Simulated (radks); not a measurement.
Values are calculated unless marked as measured or tabulated.
Ge3+, 29 electrons, occupied as [Ar] 3d9.5 4p1.5 (fractional occupations, a model configuration).

Level of theory: Dirac Kohn-Sham, BLYP, spin-unpolarised, spherical densities, finite nucleus; open shells are shared between the two j in proportion to 2j + 1; Fermi nuclear charge, rms radius 4.0742 fm (a radial shooting solver on a logarithmic mesh with Libxc functionals).

Energy parts (eV):
part                       energy
total                  -57039.522
kinetic                 58252.197
electron-nucleus      -136466.939
Hartree                 23319.050
exchange-correlation    -2143.831

Orbitals (lengths in bohr, moments of r in powers of bohr):
| orbital | occ. | eigenvalue (eV) | <r^2> | small-component weight |
|---|---|---|---|---|
| 1s1/2 | 2 | -11003.21 | 0.002973 | 1.34e-02 |
| 2s1/2 | 2 | -1414.002 | 0.05198 | 2.59e-03 |
| 2p1/2 | 2 | -1262.709 | 0.04033 | 2.59e-03 |
| 2p3/2 | 4 | -1230.808 | 0.04182 | 2.53e-03 |
| 3s1/2 | 2 | -209.5693 | 0.4456 | 6.00e-04 |
| 3p1/2 | 2 | -159.6061 | 0.4749 | 5.51e-04 |
| 3p3/2 | 4 | -155.2670 | 0.4904 | 5.37e-04 |
| 3d3/2 | 3.8 | -70.3208 | 0.6266 | 4.16e-04 |
| 3d5/2 | 5.7 | -69.7069 | 0.6344 | 4.12e-04 |
| 4p1/2 | 0.5 | -32.7504 | 4.831 | 7.58e-05 |
| 4p3/2 | 1 | -32.3263 | 4.946 | 7.44e-05 |

The highest occupied level is 4p3/2 at -32.326 eV. Summed over all electrons, <r^2> = 17.52 bohr^2, which gives a Langevin (diamagnetic) susceptibility term of -13.9 x 10^-6 cm^3/mol. The electron density at the nucleus is 3.17e+04 e/bohr^3. The density falls to 0.001 e/bohr^3 at r = 3.43 bohr.
